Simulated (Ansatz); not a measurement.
A CCSD(T) single point on CH$_{7}$AlBFSi, SMILES `CB(F)[SiH2][AlH2]`.

```yaml
crystal:
  periodic: [false, false, false]
  atoms:
    - {symbol: C, position_ang: [1.077858, -0.057866, 1.789952]}
    - {symbol: B, position_ang: [-0.226553, 0.416528, 1.081182]}
    - {symbol: F, position_ang: [-0.796315, 1.547815, 1.498862]}
    - {symbol: Si, position_ang: [-1.097579, -0.554979, -0.477875]}
    - {symbol: Al, position_ang: [-0.129074, 0.342348, -2.546303]}
    - {symbol: H, position_ang: [1.621723, 0.760053, 2.269657]}
    - {symbol: H, position_ang: [1.748172, -0.611390, 1.128751]}
    - {symbol: H, position_ang: [0.783794, -0.762066, 2.580783]}
    - {symbol: H, position_ang: [-0.751616, -2.006945, -0.401878]}
    - {symbol: H, position_ang: [-2.582235, -0.418571, -0.465691]}
    - {symbol: H, position_ang: [1.400324, 0.052010, -2.871820]}
    - {symbol: H, position_ang: [-0.971700, 1.238063, -3.551622]}
basis:
  gaussian: {orbitals: def2-TZVPP}
correlation: {method: ccsd_t}
```

```sh
$ ansatz run in.yaml --threads 4 --pin off --events-out ev --progress --plain --max-ram 10444MiB
```

Output of Ansatz, abridged:

```
Functional definition: HF
1616 factors; integrals over basis functions are off by at most 9.8e-4 eV
mean field evaluation 1: about -18963.7890 eV, gradient 3.5e1 eV
mean field evaluation 2: about -18963.9608 eV, gradient 3.5e1 eV
mean field evaluation 4: about -18967.3654 eV, gradient 4.1e0 eV
mean field evaluation 8: about -18967.4450 eV, gradient 3.1e-1 eV
mean field evaluation 16: about -18967.4458 eV, gradient 1.7e-6 eV
mean field -18967.44579065 eV, -697.0407762097 hartree, gradient 1.7e-6 eV, S^2 0.000000; 0 other end points of the search recorded, 0 dependent functions left out
13 core orbitals not correlated: weight in the atoms' cores, before any rotation towards them, 1.000 or more for the frozen orbitals, at most 0.000 for the correlated occupied ones
reference -18967.44579065 eV, -697.0407762097 hartree; 14, 14 occupied and 248, 248 virtual orbitals, 1616 factors
second order -19.72754807 eV of doubles, -0.00000000 eV of singles
cycle   1  -20.67421873 eV  change   -9.5e-1 eV  update   1.1e-1
cycle   2  -21.23675473 eV  change   -5.6e-1 eV  update   3.4e-2
cycle   3  -21.36371045 eV  change   -1.3e-1 eV  update   1.9e-2
cycle   4  -21.35356234 eV  change    1.0e-2 eV  update   5.4e-3
cycle   5  -21.35034180 eV  change    3.2e-3 eV  update   2.5e-3
cycle   6  -21.35074261 eV  change   -4.0e-4 eV  update   8.7e-4
cycle   7  -21.35043135 eV  change    3.1e-4 eV  update   3.8e-4
cycle   8  -21.35031931 eV  change    1.1e-4 eV  update   1.4e-4
cycle   9  -21.35039895 eV  change   -8.0e-5 eV  update   6.8e-5
cycle  10  -21.35042256 eV  change   -2.4e-5 eV  update   2.4e-5
perturbative correction -0.73325563 eV, -0.0269466474 hartree
Total energy: -18989.52946884 eV, -697.8523364144 hartree
```

Run time 2.2 min (4 threads of an Arm Neoverse V2 on a shared host); peak host memory 7.1 GiB.

Correlation energy per correlated electron: -0.789 eV. T1 diagnostic: 0.0140.
